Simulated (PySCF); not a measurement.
Assigning NMR signals

Cartesian coordinates in Å; atom numbers follow the order of the lines, from 1:
```xyz
21

C    -3.1116   -0.4016   -1.0667
C    -1.7008    0.0653   -0.9258
F    -1.0458    0.0700   -2.1209
C    -1.0323    0.4813    0.1405
C    -1.6724    0.5294    1.4876
F    -0.7451    0.2483    2.4657
Si    0.7849    1.0274    0.0223
C     1.8637   -0.5305    0.0553
Si    3.7279   -0.1929   -0.0244
H    -3.7858    0.4477   -1.1789
H    -3.4214   -0.9738   -0.1960
H    -3.1952   -1.0253   -1.9542
H    -2.4821   -0.1975    1.6135
H    -2.0493    1.5365    1.7046
H     1.0471    1.9068    1.1637
H     0.9392    1.7749   -1.2279
H     1.6420   -1.0962    0.9608
H     1.5818   -1.1697   -0.7821
H     4.0442    0.5749   -1.2299
H     4.4553   -1.4664   -0.0638
H     4.1468    0.5630    1.1563
```

Isolated molecule, relativity neglected, single conformer, averaged over atoms made equivalent by symmetry, fast rotation or ring inversion. Shielding tensors at PBE0/pcSseg-1 (GIAO); geometry from GFN2-xTB; PySCF 2.14.

Referencing at the same level of theory: TMS for 13C (σ = 186.93 ppm), 1H (σ = 31.72 ppm).

Question: Assign these signals to the numbered atoms. 13C{1H} NMR (computed): δ 170.3, 120.0, 84.6, 18.0, -9.5.

Answer: 
```tsv
δ (ppm)	atoms	environment	reason
170.3	C2	fully substituted alkene carbon	–
120.0	C4	fully substituted alkene carbon	an sp2 carbon of a C=C bond
84.6	C5	allylic sp3 CH2 bonded to F	the inductive effect lowers its shielding
18.0	C1	allylic methyl carbon	a saturated carbon with 1 carbon neighbour and no heteroatom attached
-9.5	C8	sp3 CH2 bonded to 2 Si	an electropositive neighbour leaves it electron-rich and shielded
```

Question: Assign these signals to the numbered atoms. 1H NMR (300 MHz, computed): δ 5.27 (m, 2H), 4.49 (t, 2H), 3.95 (t, 3H), 2.06 (m, 3H), 0.07 (m, 2H).

Answer: 
5.27 → H13/H14, hydrogen on an allylic sp3 CH2 bonded to F: its carbon carries F, an electronegative neighbour
4.49 → H15/H16, hydrogen on a silicon bonded to 2 C
3.95 → H19/H20/H21, hydrogen on a silicon bonded to C
2.06 → H10/H11/H12, hydrogen on an allylic methyl carbon: allylic position
0.07 → H17/H18, hydrogen on an sp3 CH2 bonded to 2 Si: an electropositive neighbour shields it, as in TMS itself

Splittings by 19F in the carbon and heteronuclear signals aren't shown, as no couplings were computed. Shifts are as computed. Against solution values, carbons near 30 ppm lie about +3 ppm off and those near 130 ppm about +5 ppm. Of 1309 compounds with measured shifts, 239 miss one by over three times the rms of a fit or turn the order of signals round; such compounds aren't used in these exercises. Multiplicities follow the n + 1 count of equivalent neighbours, as no J values were calculated; m marks all less simple cases, F and P coupling included.
